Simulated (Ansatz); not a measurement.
Ansatz (a quantum-chemistry and plane-wave program) input (CCSD(T)/cc-pwCVTZ):
A basis named .json is the Basis Set Exchange file of that set.

Ansatz 0.2 input:
```yaml
crystal:
  periodic: [false, false, false]
  atoms:
    - {symbol: Si, position_ang: [1.09333811, -0.74691316, -0.21744771]}
    - {symbol: F, position_ang: [2.01731901, 0.54347047, 0.02960483]}
    - {symbol: N, position_ang: [-0.57277886, -0.49268670, -0.04741589]}
    - {symbol: Si, position_ang: [-1.83183247, 0.64654072, 0.22536149]}
    - {symbol: H, position_ang: [1.48805548, -1.75439817, 0.78854207]}
    - {symbol: H, position_ang: [1.33179535, -1.18489426, -1.60812182]}
    - {symbol: H, position_ang: [-2.21834788, 1.10642514, -1.13491663]}
    - {symbol: H, position_ang: [-1.42296715, 1.81527857, 1.04019544]}
    - {symbol: H, position_ang: [-2.98603397, -0.01962465, 0.86897574]}
basis:
  gaussian:
    orbitals: cc-pwCVTZ.json
magnetization: {spin_polarized: true, initial_magnetization: 1}
correlation: {method: ccsd_t, electrons: outside_noble_gas}
```

End of the output:

```
reference -19995.76892519 eV, -734.8309543819 hartree; 13, 12 occupied and 249, 250 virtual orbitals, 1577 factors
second order -18.37134183 eV of doubles, -0.00000000 eV of singles
coupled cluster: 6.70 GiB planned
cycle   1  -19.58203040 eV  change    -2.0e0 eV  update   2.9e-2
cycle   2  -19.62875620 eV  change   -4.7e-2 eV  update   7.3e-3
cycle   3  -19.62887254 eV  change   -1.2e-4 eV  update   3.7e-3
cycle   4  -19.63192096 eV  change   -3.0e-3 eV  update   1.8e-3
cycle   5  -19.63362086 eV  change   -1.7e-3 eV  update   9.7e-4
cycle   6  -19.63416615 eV  change   -5.5e-4 eV  update   4.7e-4
cycle   7  -19.63428608 eV  change   -1.2e-4 eV  update   1.6e-4
cycle   8  -19.63435513 eV  change   -6.9e-5 eV  update   6.5e-5
cycle   9  -19.63432848 eV  change    2.7e-5 eV  update   2.3e-5
cycle  10  -19.63431435 eV  change    1.4e-5 eV  update   1.3e-5
perturbative correction -0.63721470 eV, -0.0234172082 hartree
Total energy: -20016.04045424 eV, -735.5759193337 hartree
```

It need not be the lowest isomer of its formula.
